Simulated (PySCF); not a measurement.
**How methods differ on the excitation energy of As²⁺**

As²⁺ [Ar] 3d10 4s2 4p1 (2P) → As²⁺ [Ar] 3d10 4s1 4p2 (4P), as a difference of total energies. All numbers are calculated (PySCF 2.14, scalar relativity by spin-free X2C-1e, in x2c-TZVPPall). Correlated levels: valence: [Ar] 3d10 frozen; valence and next inner shell: [Ne] frozen. The calculations carry no spin-orbit coupling.

| method | excitation energy (eV) |
| --- | --- |
| UHF | 6.583 |
| LDA | 8.955 |
| PBE | 8.718 |
| PBE0 | 8.307 |
| r2SCAN | 7.986 |
| LC-wPBE | 8.216 |
| BHandHLYP | 8.450 |
| M06-2X | 8.409 |
| r2SCANh | 7.923 |
| ROHF | 6.516 |
| MP2 (valence) | 7.408 |
| SCS-MP2 (valence) | 7.717 |
| MP2 (valence and next inner shell) | 7.601 |
| SCS-MP2 (valence and next inner shell) | 7.878 |

Task: How much does correlation contribute at MP2 (valence and next inner shell)?

Result: 7.601 − (6.583) = 1.018 eV, measured against UHF.

A first-order spin-orbit estimate (lowest level to lowest level, LS coupling) adds 0.025 eV.
